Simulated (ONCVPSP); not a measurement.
Hf: one change to an ONCV potential, before and after

ONCVPSP 4.0.1 input, shortened (lines: element, Z, core and valence counts, functional; n l f; lmax; l rc ep ncon nbas qcut; lloc lpopt rc5 dvloc0; l nproj debl; icmod fcfact rcfact), PW91, scalar-relativistic:

```
  Hf 72.00   11    3  -109134      upf
    1    0    2.00
    2    0    2.00
    2    1    6.00
    3    0    2.00
    3    1    6.00
    3    2   10.00
    4    0    2.00
    4    1    6.00
    4    2   10.00
    4    3   14.00
    5    0    2.00
    5    1    6.00
    5    2    2.00
    6    0    1.50
    2
    0    2.95    0.00    4    7    2.00
    1    1.90    0.00    5    9    7.10
    2    2.05    0.00    4    7    5.20
    4    3    1.30    4.00
    0    1    1.10
    1    2    0.90
    2    2    2.00
    1    0.55    0.00
```

In the p channel the program set the typed energies aside and used -1.431, 0.250 Ha.

All-electron outer shells of the reference configuration (PW91, scalar-relativistic, ld1.x):

```tsv
shell	level (eV)	outermost node (bohr)	outermost maximum (bohr)
5p	-38.93	0.60	1.16
4f	-20.19	–	0.45
6s	-8.00	1.36	2.85
5d	-5.87	0.67	1.69
```

Change: all radii but the core radius scaled by about 0.96 (s 2.82, p 1.82, d 1.96 bohr); local potential polynomial inside 1.24 bohr (lpopt 3, dvloc0 4 Ha).

Cutoffs: the cutoffs (Ha) at which the residual kinetic energy of the hardest occupied pseudo-wave falls to 1 and 0.1 mHa per electron; they do not see the model core or the augmentation charge, which bear on the density cutoff. Errors are all-electron minus pseudo energies relative to the spin-unpolarised reference configuration.

Predict the effect on cutoff, ghosts and configuration errors.

The potential gets neither clearly harder nor softer (18 Ha and 22 Ha → 19 Ha and 23 Ha); both files keep a bound ghost (s); the errors of the 4 common tests hardly move.

```csv
quantity,base,changed
"cutoff, loose",18 Ha,19 Ha
"cutoff, tight",22 Ha,23 Ha
loose cutoff by channel,"s 5.2 Ha, p 18 Ha, d 11 Ha","s 5.3 Ha, p 19 Ha, d 12 Ha"
bound ghosts,s,s
GHOST(+) flags under 300 eV,none,none
"error for 5p6 5d2 6s2, meV [ΔE -3.28 eV]",+0.5,+0.4
"error for 5p6 5d2 6s1, meV [ΔE 4.75 eV]",-2.7,-2.7
"error for 5p6 5d2 6s0, meV [ΔE 18.97 eV]",-23,-23
"error for 5p6 5d3 6s0, meV [ΔE 6.75 eV]",-39,-44
"rms error of d²Exc/dni dnj with the model core, mHa",0.33,0.33
```

 A true bound ghost makes a file unfit for plane-wave use even where its test errors are small: the radial tests pick states by their node count and pass the ghost by.
